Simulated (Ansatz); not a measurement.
C$_{4}$H$_{7}$B (`CC1=C(C)B1`), relaxed with RKS PBE0-D4/def2-TZVP in the Gaussian-basis code of Ansatz from a PBE-D4/def2-SVP geometry. The force threshold is 0.005 eV/Å; the program also tests the step.

The species carries charge 0 and has multiplicity 1.

Start:

```xyz
12

C    -0.712   -0.526   -1.682
C    -0.348    0.421   -0.598
C     0.236    0.431    0.644
C     0.849   -0.500    1.625
B    -0.229    1.731    0.095
H    -1.803   -0.478   -1.882
H    -0.441   -1.579   -1.458
H    -0.219   -0.229   -2.631
H     0.291   -0.464    2.585
H     1.884   -0.179    1.866
H     0.878   -1.553    1.275
H    -0.387    2.924    0.160
```

| step | energy (eV) | largest force (eV/Å) | largest move (Å) |
| --- | --- | --- | --- |
| 1 | -4932.7771 | 0.788 | 0.000 |
| 2 | -4932.8285 | 0.341 | 0.025 |
| 3 | -4932.8340 | 0.007 | 0.012 |
| 4 | -4932.8340 | 0.002 | 0.001 |

End:

```xyz
12

C    -0.705   -0.521   -1.667
C    -0.344    0.420   -0.588
C     0.233    0.429    0.635
C     0.841   -0.496    1.610
B    -0.227    1.714    0.094
H    -1.781   -0.476   -1.858
H    -0.433   -1.555   -1.439
H    -0.215   -0.228   -2.599
H     0.289   -0.459    2.553
H     1.862   -0.182    1.840
H     0.863   -1.531    1.260
H    -0.382    2.887    0.158
```

It took 12 s on 4 threads of an Intel Xeon 6975P-C on a shared host, with 0.45 GiB of host memory at the peak.
